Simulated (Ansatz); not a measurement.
Harmonic frequencies (cm⁻¹) at PBE0-D4/def2-TZVP from Ansatz: 114, 142, 178, 202, 313, 625, 659, 690, 719, 822, 852, 1267, 1444, 1447, 2184, 3069, 3166, 3173.

(1) Which molecule is it?
A. `[CH3][GeH]([F])[Br]`
B. `O=C=[N][GeH]([Cl])[Cl]`
C. `[SH][GeH2][SH]`
D. `F[CH2][GeH2][Br]`

Answers

(1) A.
